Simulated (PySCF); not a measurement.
## Ar²⁺: excitation energy

Ar²⁺ [Ne] 3s2 3p4 (3P) → Ar²⁺ [Ne] 3s1 3p4 3d1 (high-spin determinant), as a difference of total energies. Calculation: PySCF 2.14, in aug-cc-pVTZ-DK (6s5p3d2f, 50 functions); scalar relativity by spin-free X2C-1e. Correlated levels: valence: [Ne] frozen. The calculations carry no spin-orbit coupling.

```
           method  excitation energy (eV)
              UHF                  32.880
              LDA                  33.505
              PBE                  33.111
             PBE0                  33.342
           r2SCAN                  32.950
            wB97X                  34.026
             MN15                  32.942
        BHandHLYP                  33.943
           M06-2X                  33.884
    MP2 (valence)                  33.395
SCS-MP2 (valence)                  33.528
```

How much does correlation contribute at MP2 (valence)?

33.395 − (32.880) = 0.515 eV, measured against UHF.

The promoted electron is Rydberg-like, and one or two diffuse shells describe it only roughly, which tends to raise the upper state.

The determinant of the upper state mixes LS terms, which raises its energy above the lowest term, most at the Hartree-Fock and MP2 levels.
